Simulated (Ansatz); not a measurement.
**Which method gave which barrier?**

Saddle point of GeH6SO, singlet (GeH₄O ([OH][GeH3]) + H₂S → GeH₄S ([SH][GeH3]) + H₂O; bonds formed: Ge1–S7, O2–H6; bonds broken: Ge1–O2, H6–S7), PBE0-D4/def2-TZVP structure:

| atom | x (Å) | y (Å) | z (Å) |
| --- | --- | --- | --- |
| Ge1 | -0.8987 | -0.3982 | -0.1044 |
| O2 | 0.4755 | 0.2534 | 1.1693 |
| H3 | -0.5301 | -1.7123 | -0.7891 |
| H4 | -1.7686 | -0.7723 | 1.1376 |
| H5 | -1.7019 | 0.6619 | -0.8625 |
| H6 | 1.0539 | 0.7218 | 0.3914 |
| S7 | 1.1931 | 0.7382 | -1.4191 |
| H8 | 0.1733 | 0.8398 | 1.8751 |
| H9 | 2.0034 | -0.3325 | -1.3983 |

Ansatz 0.2.0; basis: def2-TZVPP, with def2-QZVPP for the basis limit; cores frozen in the correlated methods. Filled d shells of the heavier atoms are correlated. The def2 sets are not built for correlating such inner shells, so the correlated values are less sure here. Extrapolation: Hartree–Fock as exp(−7.88 √X), correlation as X^−2.97. Four methods, as single points on the PBE0-D4 structures, gave these electronic barriers from the start structure: 79.6, 92.8, 117.2, 162.8 kJ/mol.

(1) The methods were, in alphabetical order, CCSD(T), HF, PBE-D4, PBE0-D4. Which gave which? (A judgement: the text doesn't fix the answer.)

No T1 diagnostic of these runs exceeds 0.013.

Results:

(1) By the calculation: PBE-D4 79.6; PBE0-D4 92.8; CCSD(T) 117.2; HF 162.8 kJ/mol. For comparison, CCSD(T) at an estimated basis limit (MP2 extrapolated from triple and quadruple zeta, plus CCSD(T) − MP2 in triple zeta) gives 114.8 kJ/mol.

Labels in which every atom is bracketed show which atoms are joined, not bond orders.

For scale, one of the runs: CCSD(T)/def2-TZVPP, 205 basis functions, launched by `ansatz run in.yaml --threads 4 --pin off --events-out ev --progress --plain --max-ram 9574MiB`. The run took 82 s on 4 CPU threads of an Arm Neoverse V1 (shared host), with 2.6 GiB of host memory at its peak.
